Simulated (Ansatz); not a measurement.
Species: NH₂Se, charge 0, doublet. NH2Se (SMILES N[Se], doublet).
B3LYP-D3(BJ)/def2-TZVP minimum from Ansatz (a program for electronic structure):
```xyz
4

Se    -0.3333     0.0962     0.1970
N      1.1705    -0.3269    -0.6773
H      1.4640     0.1891    -1.4900
H      1.6747    -1.1725    -0.4687
```
Charge 0, spin multiplicity 2.

Total energies in hartree (Ansatz). Open shells are spin-unrestricted; no spin-orbit coupling. Cores are frozen in correlated methods (noble-gas shells, and filled d and f shells in the p block). No relativity. For partners of very few electrons the exact lower level stands in for a higher one.

| species | HF/cc-pVTZ | CCSD(T)/cc-pVTZ | HF/cc-pVQZ | CCSD(T)/cc-pVQZ | CCSDT(Q)/cc-pVTZ |
|---|---|---|---|---|---|
| 1: NH2Se (SMILES N[Se], doublet) | -2455.50310 | -2455.89037 | -2455.51130 | -2455.92505 | -2455.89193 |
| 2: Se (triplet) | -2399.87209 | -2399.99441 | -2399.87500 | -2400.00700 | -2399.99510 |
| 3: N (quartet) | -54.40069 | -54.51471 | -54.40372 | -54.52482 | -54.51507 |
| 4: H (doublet) | -0.49981 | -0.49981 | -0.49995 | -0.49995 | -0.49981 |

Task: Work out the atomisation energy (electronic, to ground-state atoms) in kcal/mol: take Hartree-Fock from cc-pVQZ, extrapolate the CCSD(T) correlation energy as X^-3 (X = 3, 4), and add CCSDT(Q) - CCSD(T) in cc-pVTZ. 1 hartree = 627.51 kcal/mol.

Result: 
Species 1: correlation (64·(-0.41375) - 27·(-0.38727))/37 = -0.43307; step -0.00156; E1 = -2455.51130 + (-0.43307) + (-0.00156) = -2455.94593
Species 2: correlation (64·(-0.13200) - 27·(-0.12232))/37 = -0.13906; step -0.00069; E2 = -2399.87500 + (-0.13906) + (-0.00069) = -2400.01475
Species 3: correlation (64·(-0.12110) - 27·(-0.11402))/37 = -0.12627; step -0.00036; E3 = -54.40372 + (-0.12627) + (-0.00036) = -54.53035
Species 4: correlation (64·(0.00000) - 27·(0.00000))/37 = 0.00000; step +0.00000; E4 = -0.49995 + (0.00000) + (+0.00000) = -0.49995
-1·E1 +1·E2 +1·E3 +2·E4 = 0.40093 hartree = 251.6 kcal/mol.
